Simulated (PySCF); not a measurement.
**Excitation energy of Ag⁺ by level of theory**

Ag⁺ [Kr] 4d10 (1S) → Ag⁺ [Kr] 4d9 5s1 (3D), as a difference of total energies. Computed with PySCF 2.14 in aug-cc-pwCVTZ-PP with ECP28MDF, with a scalar-relativistic core potential. Correlated levels: valence: 4s2 4p6 frozen; valence and next inner shell: nothing frozen outside the core potential. The calculations carry no spin-orbit coupling.

| method | excitation energy (eV) |
| --- | --- |
| UHF | 4.310 |
| PBE | 4.544 |
| PBE0 | 4.668 |
| M06-L | 5.178 |
| TPSSh | 4.563 |
| BP86 | 4.519 |
| MP2 (valence) | 5.297 |
| SCS-MP2 (valence) | 5.307 |
| MP2 (valence and next inner shell) | 5.085 |
| SCS-MP2 (valence and next inner shell) | 5.071 |

Estimate what r2SCAN gives.

4.500 eV, closest to BP86 among the rows shown.

Estimate what LDA gives.

4.624 eV, closest to PBE0 among the rows shown.

Errors of the correlated levels include the incompleteness of this basis and the frozen core.

For comparison: 5.035 eV (measured; NIST levels, between the centres of gravity of the two terms).
